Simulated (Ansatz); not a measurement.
Compare A (`BOCF`) with its isomer B (`COBF`).

Calculated with Ansatz (gas phase, PBE0-D4/def2-TZVP geometries, no zero-point term in ΔE). CCSD(T)/CBS is the MP2 limit (def2-TZVPP, def2-QZVPP) plus CCSD(T) − MP2 in def2-TZVPP, frozen cores. DFT in def2-TZVPP. B3LYP here is the variant with VWN-RPA as its local correlation; programs differ in this. Each species was taken in one conformer, which may not be the lowest.

Question: Which isomer does CCSD(T)/CBS put lower? Give the gap. (An estimate is asked.)

Answer: Computed: B, by 206.5 kJ/mol.

Question: Give E(B) − E(A) in kJ/mol with PBE-D4, B3LYP, B2PLYP, ωB97M-V, HF/def2-TZVPP, MP2/def2-TZVPP, LDA (SPW92). (An estimate is asked.)

Answer: Ansatz gave: PBE-D4 -199.6, B3LYP -204.0, B2PLYP -206.3, ωB97M-V -203.5, HF/def2-TZVPP -203.6, MP2/def2-TZVPP -210.8, LDA (SPW92) -203.9. None reverses the order clearly.

Question: Does the order hold for the free energy at 298.15 K (harmonic terms from PBE0-D4)? (Best estimate.)

Answer: Computed: Yes: G(B) − G(A) = -202.9 kJ/mol, for one conformer each.

Largest T1 diagnostic: 0.013.

Leaving LDA and LC-ωPBE aside and taking each functional with its dispersion term where it has one, the values, not all of them listed here, spread over 12.9 kJ/mol, from B97M-V to revPBE-D4. LDA lies −4.1 kJ/mol from PBE without D4. From BLYP to BHLYP (50 % exact exchange), in def2-TZVPP and without D4, E(B) − E(A) moves by −5.2 kJ/mol.
